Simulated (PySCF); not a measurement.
Interval between two levels of As by level of theory

As [Ar] 3d10 4s2 4p3 [4S3/2, M_J = 3/2] → As [Ar] 3d10 4s1 4p4 [4P5/2, M_J = 5/2], as a difference of total energies. Computed with PySCF 2.14 in x2c-SVPall-2c with one added diffuse shell each of s, p, d type (6s7p4d, 47 functions), with the two-component X2C-1e Hamiltonian. Correlated levels: [Ne] frozen. "Screened" scales the spin-orbit matrix elements by Boettger's factors to mimic the two-electron term; Breit and QED terms are absent.

```csv
method,interval between two levels (cm⁻¹)
GHF (spin-free),69524
GMP2 (spin-free),69910
GHF (screened spin-orbit),69024
GMP2 (screened spin-orbit),69330
```

The labels give the starting determinants; with spin-orbit coupling the two ends relaxed to ⟨J²⟩ = 3.75, ⟨L²⟩ = 0.01, ⟨S²⟩ = 3.74 and ⟨J²⟩ = 8.81, ⟨L²⟩ = 2.01, ⟨S²⟩ = 3.80.
